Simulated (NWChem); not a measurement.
WOClF3; SMILES [F][W]([F])(=[O])([Cl])[F]

Not confirmed as a minimum by frequencies. def2 effective core potentials on W; no spin-orbit coupling.

**Question.** Give the equilibrium geometry at PBE-D3(BJ)/def2-SVP with def2 effective core potentials on W (NWChem) as a Z-matrix, with the point group.

**Answer.** point group Cs; any orientation.
```
W
O 1 1.6953
F 1 1.8743 2 103.10
F 1 1.8743 2 103.10 3 177.17
F 1 1.8770 2 107.57 3 88.59
Cl 1 2.2983 2 105.65 3 -91.41
```
